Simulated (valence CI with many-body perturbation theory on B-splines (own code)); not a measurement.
Tc21+: calculated level list

Method: valence CI with perturbative core correlation (CI+MBPT): four valence electrons over a frozen Dirac-Fock core [Ar], radial functions for each j: 7 s, 7 p, 8 d, 6 f, 4 g, 1 h, with the one-electron correlation potential Σ1 (screened to all orders), the two-electron term Σ2, the three-electron term Σ3, Breit, model QED; selected single and double excitations, second order for the rest (own B-spline code, finite nucleus).

No measured spectrum was set against this ion. As an estimate, terms of the open shell hold to 2 to 4 % of their energy, and close levels can change places. Only levels of the ground parity were solved; by the run's estimate the other parity begins above the list, which can be wrong where configurations are misplaced.

Levels 1 to 32 of 32, with energies above the lowest level, 3d⁴ ⁵D_0. "Leading %" is the weight of the configuration and term that name the level; weights of strongly mixed levels are sums over their largest components and can fall short. Lifetimes count E1, E2, E3, M1 and M2 decay at the calculated energies, and are blank where another channel may lead or the interval is too uncertain; long ones can be off by a factor of two.

```tsv
No.	Configuration	Term	J	E (cm⁻¹)	Leading %	Lifetime	Second component
1	3d⁴	⁵D	0	0.0	74		24 % 3d⁴ ³P
2	3d⁴	⁵D	1	12678	89	11.1 ms	11 % 3d⁴ ³P
3	3d⁴	⁵D	2	25145	94	10.2 ms	
4	3d⁴	⁵D	3	35937	92	18.5 ms	5 % 3d⁴ ³F
5	3d⁴	⁵D	4	44510	82	65.3 ms	15 % 3d⁴ ³F
6	3d⁴	³P	0	75485	61	242 μs	25 % 3d⁴ ⁵D
7	3d⁴	³H	4	84181	58	1.98 ms	15 % 3d⁴ ³G
8	3d⁴	³G	3	101200	59	809 μs	33 % 3d⁴ ³F
9	3d⁴	³H	5	102940	79	5.06 ms	21 % 3d⁴ ³G
10	3d⁴	³P	1	103100	83	328 μs	9 % 3d⁴ ⁵D
11	3d⁴	³F	2	105130	79	648 μs	12 % 3d⁴ ¹D
12	3d⁴	³H	6	111130	80	127 ms	20 % 3d⁴ ¹I
13	3d⁴	³G	4	120740	37	701 μs	28 % 3d⁴ ³F
14	3d⁴	³P	2	127590	57	1.30 ms	37 % 3d⁴ ³D
15	3d⁴	³G	4	128220	33	826 μs	31 % 3d⁴ ¹G
16	3d⁴	³F	3	134890	62	752 μs	22 % 3d⁴ ³G
17	3d⁴	³D	3	143100	72	439 μs	13 % 3d⁴ ³G
18	3d⁴	³G	5	147080	79	1.11 ms	21 % 3d⁴ ³H
19	3d⁴	³P	2	152230	31	326 μs	31 % 3d⁴ ³D
20	3d⁴	¹I	6	157970	80	917 μs	20 % 3d⁴ ³H
21	3d⁴	³D	1	159010	91	292 μs	7 % 3d⁴ ³P
22	3d⁴	¹S	0	178010	80		20 % 3d⁴ ³P
23	3d⁴	¹G	4	178290	52	382 μs	29 % 3d⁴ ³F
24	3d⁴	¹D	2	189800	43	314 μs	22 % 3d⁴ ³P
25	3d⁴	¹F	3	199320	71		14 % 3d⁴ ³D
26	3d⁴	³P	2	219270	80	444 μs	9 % 3d⁴ ³F
27	3d⁴	³F	4	227690	81		16 % 3d⁴ ¹G
28	3d⁴	³F	2	236710	76	267 μs	15 % 3d⁴ ¹D
29	3d⁴	³F	3	240200	82		17 % 3d⁴ ¹F
30	3d⁴	³P	1	244620	98		
31	3d⁴	³P	0	256360	92		8 % 3d⁴ ¹S
32	3d⁴	¹G	4	260290	85		13 % 3d⁴ ³F
```

Names give the largest LS component (configuration and term), which can be under half, so a name can repeat, a term be missing and a line seem to break the LS rules; names also repeat where a configuration has a term twice.

The ionisation energy to 3d³ ⁴F3/2 of the next ion comes out as 967.69 eV (NIST: 968 ± 4 eV (theoretical)). All 32 levels together are meant to be complete up to 266620 cm⁻¹.
